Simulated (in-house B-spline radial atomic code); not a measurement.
Re²⁺. Computed with a B-spline radial atomic code. Model: non-relativistic spherical atom: semilocal Troullier-Martins pseudo-atom, one channel per l, against all electrons, high spin, G0W0 and RPA with empty states to l = 8, local potential for every l without a channel, a model core (radius 0 = none) keeps its share of the functional.

Without relativity these are model numbers for so heavy an element.

What the tables leave out is listed at the end.

The pseudopotential gives back the lowest level of each angular momentum of its own functional in the configuration it was made in; a second state of the same l is only approximately right. Exact exchange, RPA and GW see the smooth pseudo-orbitals and miss the exchange with the core, for which the functional's share stands in. The column with an uncorrelated core keeps all orbitals and exact exchange, and so separates missing core correlation from pseudisation. Only the three outermost levels and the lowest empty one were computed. RPA here is direct RPA, with no exchange kernel, and its energies carry an (l + 1/2)⁻⁴ tail. A hybrid on a potential with a model core restores only its own semilocal share of the core's exchange.

Command:
```bash
python run_psgw.py task.json out
```
Settings (lengths in bohr, energies in hartree):
```
Z                      75
electrons              73
configuration          [Xe] 4f14 5d5
generated_in           [Xe] 4f14 5d5
functional             lda,vwn
core_shells            8
radius_factor          1.15
core_correction        False
```

Cost of the run: 70 s on 1 thread of Arm Neoverse N1, on a shared host.

Given: made with LDA VWN5; model core radius 0 bohr; local radius 0.676 bohr; mean-field start PBE0.

Valence shells of the generating configuration: 4d, 5s, 4f, 5p, 5d.

Channel: s 1.18, p 1.253, d 0.513, f 1.599 (radii in bohr).

Computed: largest level miss in the spin-unpolarised generating configuration 0.122 eV; valence RPA correlation energy all-electron orbitals -2.8266 hartree; all-electron RPA polarisability, core included 8.0611 bohr³; pseudo-atom RPA polarisability 8.0503 bohr³.

```
          level  occupied  mean-field all-electron (eV)  mean-field pseudo minus all (eV)  G0W0 all-electron (eV)  G0W0 uncorrelated core minus all (eV)  G0W0 pseudo minus all (eV)  exchange self-energy all-electron (eV)  exchange self-energy pseudo (eV)
          5d up         1                       -25.016                             0.064                 -29.444                                  0.007                       0.425                                 -29.351                           -27.299
        5p down         1                       -60.018                            -0.941                 -64.945                                 -0.129                      -2.695                                 -38.271                           -39.212
5d down (empty)         0                       -18.039                             0.078                 -15.057                                  0.009                        0.45                                 -10.749                           -8.8222
```

(1) What is the valence RPA correlation energy pseudo?

Given: mean-field start Hartree-Fock.

Computed: valence RPA correlation energy all-electron orbitals -2.5945 hartree; valence RPA correlation energy pseudo -3.0064 hartree; all-electron RPA polarisability, core included 6.0862 bohr³.

| level | occupied | mean-field all-electron (eV) | mean-field pseudo minus all (eV) | G0W0 all-electron (eV) | G0W0 uncorrelated core minus all (eV) | G0W0 pseudo minus all (eV) | exchange self-energy all-electron (eV) | exchange self-energy pseudo (eV) |
| --- | --- | --- | --- | --- | --- | --- | --- | --- |
| 5d up | 1 | -29.302 | 0.647 | -29.67 | 0.008 | 0.624 | -29.541 | -27.137 |
| 5p down | 1 | -65.206 | -4.426 | -65.299 | -0.12 | -3.126 | -37.821 | -41.028 |
| 6s up (empty) | 0 | -13.488 | -0.464 | -14.574 | -0.012 | -0.509 | -3.5534 | -3.8975 |

(2) What is the pseudo-atom RPA polarisability?

## Answers

(1) -3.2261 hartree.

(2) 6.3834 bohr³.

Among the listed levels the largest G0W0 shift of the pseudo-atom is -3.13 eV, for 5p down on the Hartree-Fock start, while leaving the core uncorrelated moves that level by -0.12 eV. So pseudisation and the lost core exchange, not the missing core correlation, make the error. Not in the tables (levels of low weight, unsolved or above zero; the highest and the empty levels are kept at any weight): on LDA, a start not tabulated, the G0W0 levels 5d up (pseudo minus all -0.01 eV, weights 0.35 and 0.19), 5p down (pseudo minus all -2.42 eV, weights 0.82 and 0.84), 5p up (pseudo minus all -1.66 eV, weights 0.06 and 0.06), 5d down (pseudo minus all +0.15 eV, weights 0.24 and 0.54); on PBE0 the G0W0 levels 5p up (pseudo minus all -1.94 eV, weights 0.04 and 0.06); on Hartree-Fock the G0W0 levels 5p up (pseudo minus all -3.29 eV, weights 0.41 and 0.58).
